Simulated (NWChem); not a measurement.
System: CuH$_{4}$O$_{2}$F$_{2}$, doublet; SMILES [OH2]->[Cu](<-[OH2])([F])[F]

NWChem input:

```
start job
memory heap 200 mb stack 900 mb global 1100 mb
geometry units angstroms
  Cu     0.383453    -0.046263     0.065189
  F      0.930773     1.505515    -0.520466
  F      0.273688    -1.735945     0.480071
  O     -1.493628    -0.568861    -1.272409
  H     -1.543910    -1.479030    -0.953427
  H     -1.167109    -0.600484    -2.176448
  O     -1.116580     0.986925     1.158166
  H     -1.886780     0.804162     0.606416
  H     -0.846932     1.899235     0.988378
end
basis spherical
  * library 6-31g*
end
dft
  odft
  mult 2
  xc b3lyp
  iterations 150
end
driver
  maxiter 120
end
task dft optimize
```

Output (shortened):

```
             Northwest Computational Chemistry Package (NWChem) 7.3.0
             --------------------------------------------------------

 C1  symmetry detected

                             Geometry "geometry" -> ""
                             -------------------------

 Output coordinates in angstroms (scale by  1.889725989 to convert to a.u.)

  No.       Tag          Charge          X              Y              Z
 ---- ---------------- ---------- -------------- -------------- --------------
    1 Cu                  29.0000     0.44979268     0.08783561    -0.02087011
    2 F                    9.0000     0.36120761     1.67589102    -0.74253389
    3 F                    9.0000     0.95260859    -1.51640061     0.44043566
    4 O                    8.0000    -1.40660772    -1.08015179    -0.90137746
    5 H                    1.0000    -1.10805533    -1.93348401    -0.56170703
    6 H                    1.0000    -1.27789056    -1.09101539    -1.85438064
    7 O                    8.0000    -1.03925542     0.71992794     1.35585434
    8 H                    1.0000    -1.81131259     0.27055643     0.99111966
    9 H                    1.0000    -1.10416986     1.65308746     1.11327040

 Effective nuclear repulsion energy (a.u.)     404.3037695338

                                Z-matrix (autoz)
                                --------

 Units are Angstrom for bonds and degrees for angles

      Type          Name      I     J     K     L     M      Value
      ----------- --------  ----- ----- ----- ----- ----- ----------
    1 Stretch                  1     2                       1.74659
    2 Stretch                  1     3                       1.74333
    3 Stretch                  1     4                       2.36341
    4 Stretch                  1     7                       2.12419
    5 Stretch                  4     5                       0.96576
    6 Stretch                  4     6                       0.96172
    7 Stretch                  7     8                       0.96490
    8 Stretch                  7     9                       0.96636
    9 Bend                     1     4     5                93.60121
   10 Bend                     1     4     6               105.64259
   11 Bend                     1     7     8               100.21385
   12 Bend                     1     7     9                99.88893
   13 Bend                     2     1     3               163.87358
   14 Bend                     2     1     4               104.80709
   15 Bend                     2     1     7                87.80385
   16 Bend                     3     1     4                82.55158
   17 Bend                     3     1     7               107.72872
   18 Bend                     4     1     7                80.67140
   19 Bend                     5     4     6               107.28776
   20 Bend                     8     7     9               107.52243
   21 Torsion                  2     1     4     5         169.37476
   22 Torsion                  2     1     4     6          60.29805
   23 Torsion                  2     1     7     8         103.73357
   24 Torsion                  2     1     7     9          -6.26223
   25 Torsion                  3     1     4     5           4.01207
   26 Torsion                  3     1     4     6        -105.06464
   27 Torsion                  3     1     7     8         -80.68367
   28 Torsion                  3     1     7     9         169.32053
   29 Torsion                  4     1     7     8          -1.66193
   30 Torsion                  4     1     7     9        -111.65774
   31 Torsion                  5     4     1     7        -105.42028
   32 Torsion                  6     4     1     7         145.50301

                           NWChem Geometry Optimization
                           ----------------------------

 maximum gradient threshold         (gmax) =   0.000450
 rms gradient threshold             (grms) =   0.000300
 maximum cartesian step threshold   (xmax) =   0.001800
 rms cartesian step threshold       (xrms) =   0.001200
 fixed trust radius                (trust) =   0.300000
 source of zmatrix                         =   autoz

          -------------------
          Energy Minimization
          -------------------

 Using diagonal initial Hessian
 Scaling for Hessian diagonals: bonds = 1.00  angles = 0.25  torsions = 0.10

          --------
          Step   0

                                 NWChem DFT Module
                                 -----------------

 Summary of "ao basis" -> "ao basis" (spherical)
 ------------------------------------------------------------------------------
       Tag                 Description            Shells   Functions and Types
 ---------------- ------------------------------  ------  ---------------------
 Cu                          6-31g*                 12       34   5s4p2d1f
 F                           6-31g*                  6       14   3s2p1d
 O                           6-31g*                  6       14   3s2p1d
 H                           6-31g*                  2        2   2s

[...]

      ----------------------
      Optimization converged
      ----------------------

  Step       Energy      Delta E   Gmax     Grms     Xrms     Xmax
  ---- ---------------- -------- -------- -------- -------- --------
@   27   -1992.86582247 -1.8D-07  0.00007  0.00003  0.00059  0.00144
                                     ok       ok       ok       ok

                                Z-matrix (autoz)
                                --------

 Units are Angstrom for bonds and degrees for angles

      Type          Name      I     J     K     L     M      Value     Gradient
      ----------- --------  ----- ----- ----- ----- ----- ---------- ----------
    1 Stretch                  1     2                       1.79202    0.00003
    2 Stretch                  1     3                       1.79306   -0.00006
    3 Stretch                  1     4                       2.03573    0.00003
    4 Stretch                  1     7                       2.04167   -0.00004
    5 Stretch                  4     5                       0.99276    0.00005
    6 Stretch                  4     6                       0.97085    0.00007
    7 Stretch                  7     8                       0.97064   -0.00002
    8 Stretch                  7     9                       0.99221   -0.00004
    9 Bend                     1     4     5                84.17702   -0.00002
   10 Bend                     1     4     6               118.59126   -0.00001
   11 Bend                     1     7     8               115.10745    0.00002
   12 Bend                     1     7     9                83.79607   -0.00000
   13 Bend                     2     1     3               173.77301    0.00001
   14 Bend                     2     1     4               102.09184   -0.00001
   15 Bend                     2     1     7                78.41332    0.00001
   16 Bend                     3     1     4                78.23634   -0.00002
   17 Bend                     3     1     7               104.26139    0.00002
   18 Bend                     4     1     7               152.19153   -0.00003
   19 Bend                     5     4     6               108.54030   -0.00001
   20 Bend                     8     7     9               108.18293    0.00001
   21 Torsion                  2     1     4     5         170.17512    0.00001
   22 Torsion                  2     1     4     6          62.21062    0.00003
   23 Torsion                  2     1     7     8         112.86049   -0.00001
   24 Torsion                  2     1     7     9           5.66067   -0.00002
   25 Torsion                  3     1     4     5          -3.46917   -0.00001
   26 Torsion                  3     1     4     6        -111.43367    0.00001
   27 Torsion                  3     1     7     8         -72.90968    0.00002
   28 Torsion                  3     1     7     9         179.89050    0.00001
   29 Torsion                  4     1     7     8          18.86734   -0.00000
   30 Torsion                  4     1     7     9         -88.33249   -0.00002
   31 Torsion                  5     4     1     7        -101.78003    0.00000
   32 Torsion                  6     4     1     7         150.25547    0.00002

                         Geometry "geometry" -> "geometry"
                         ---------------------------------

 Output coordinates in angstroms (scale by  1.889725989 to convert to a.u.)

  No.       Tag          Charge          X              Y              Z
 ---- ---------------- ---------- -------------- -------------- --------------
    1 Cu                  29.0000    -0.34716507    -0.09537376    -0.01888908
    2 F                    9.0000    -0.55182248     1.52430875    -0.75784920
    3 F                    9.0000     0.03884198    -1.71393861     0.64916370
    4 O                    8.0000    -1.02603520    -1.32518996    -1.49228610
    5 H                    1.0000    -0.65358046    -2.04737747    -0.92193716
    6 H                    1.0000    -0.55912638    -1.33224365    -2.34345545
    7 O                    8.0000    -0.63042228     1.07482164     1.63000046
    8 H                    1.0000    -1.45634164     0.91241853     2.11334065
    9 H                    1.0000    -0.79803108     1.78882119     0.96172310

 Effective nuclear repulsion energy (a.u.)     414.1105073224

                Final and change from initial internal coordinates
                --------------------------------------------------

                                Z-matrix (autoz)
                                --------

 Units are Angstrom for bonds and degrees for angles

[...]
```

Level: B3LYP/6-31G* (spherical d), spin-unrestricted. Not confirmed as a minimum by frequencies. This spin state was assumed; another may lie lower. B3LYP is NWChem's, with the RPA form of VWN correlation.
